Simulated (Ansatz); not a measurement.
Relaxation of BrClH3NOSn (8 atoms, charge 0, multiplicity 1), to a largest force component of 0.015 eV/Å in at most 40 steps.

These are results of RKS CAM-B3LYP-D4/def2-SVP in Ansatz 0.2.0, not measurements.

```xyz
8
Properties=species:S:1:pos:R:3
N -0.718 0.827 1.053
Sn -0.113 -0.332 -0.500
O 0.784 -1.911 0.235
Cl -1.877 -1.019 -1.792
Br 1.490 0.964 -1.966
H -0.381 0.448 1.938
H -1.800 0.680 1.132
H 1.609 -1.518 0.762
```

Q: Where does it end, and by what steps?

A: It converged. After 14 steps the energy has fallen by 0.468 eV; H8 moved furthest, 0.91 Å.

```tsv
step	energy less start (eV)	largest force component (eV/Å)	accepted
0	0.0000	2.850	yes
1	-0.2986	1.389	yes
2	-0.3470	1.707	yes
3	-0.4143	0.358	yes
4	-0.4311	0.654	yes
5	-0.4465	0.589	yes
6	-0.4499	0.811	yes
7	-0.4527	0.717	yes
8	-0.4606	0.480	yes
9	-0.4669	0.158	yes
10	-0.4513	0.771	no
11	-0.4680	0.032	yes
12	-0.4680	0.089	yes
13	-0.4682	0.046	yes
14	-0.4683	0.015	yes
```

```xyz
8
Properties=species:S:1:pos:R:3
N -0.829 0.842 1.127
Sn -0.045 -0.276 -0.333
O 0.996 -1.662 0.576
Cl -1.688 -1.245 -1.686
Br 1.433 1.005 -1.843
H -0.777 0.380 2.033
H -1.783 1.155 0.959
H 1.688 -2.059 0.031
```

The run took 74 s on 2 threads of Arm Neoverse V2, with other jobs on the host, peak memory 0.41 GiB.
